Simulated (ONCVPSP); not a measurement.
**Plane-wave convergence, ONCV potential for germanium**

Ge (Z = 32), optimised norm-conserving Vanderbilt (ONCV), made with ONCVPSP 4.0.1 (PBEsol, scalar-relativistic). Core [Ar], reference 3d10 4s2 4p2. Waves: 4s: rc 1.80 bohr, ncon 4, nbas 8, qcut 4.1 1/bohr, 2 projectors, debl 1.1 Ha; 4p: rc 1.60 bohr, ncon 5, nbas 9, qcut 5 1/bohr, 2 projectors, debl 2.8 Ha; 3d: rc 0.60 bohr, ncon 3, nbas 8, qcut 17.2 1/bohr, 2 projectors, debl 0.7 Ha. Local part: polynomial inside 0.50 bohr (lpopt 5, dvloc0 2 Ha). Core correction: Teter function, fcfact 3.5, rcfact 1.4.

In the d channel the program set the typed energies aside and used -1.077, 0.250 Ha.

Problem. For each optimised wave give the share of its norm inside rc, the residual kinetic energy above qcut (Ha) and the cutoffs (Ha) for errors of 10, 1, 0.1 and 0.01 mHa per electron.

Solution.

| wave | norm inside rc | residual KE | 10 mHa | 1 mHa | 0.1 mHa | 0.01 mHa |
| --- | --- | --- | --- | --- | --- | --- |
| 4s | 0.394 | 7.6e-04 | 5.5 | 8.0 | 31.1 | 52.3 |
| s projector 2 | 0.185 | 1.2e-03 | 6.1 | 8.7 | 25.3 | 67.0 |
| 4p | 0.117 | 1.1e-03 | 1.9 | 14.7 | 91.1 | 105.6 |
| p projector 2 | 0.114 | 5.7e-02 | 61.9 | 122.3 | 137.0 | 152.3 |
| 3d | 0.438 | 5.5e-03 | 139.0 | 505.0 | 983.7 | not reached |
| d projector 2 | 0.012 | 1.9e-04 | 91.9 | 126.9 | 160.5 | 850.9 |

The occupied waves need 505 Ha and 984 Ha for 1 and 0.1 mHa. Note: ghosts flagged at negative energy: s at -568.2 eV, p at -26.2 eV; GHOST(+) flagged for s at 149.3 eV. A true bound ghost makes a file unfit for plane-wave use. Its largest configuration-test error is -435 meV.
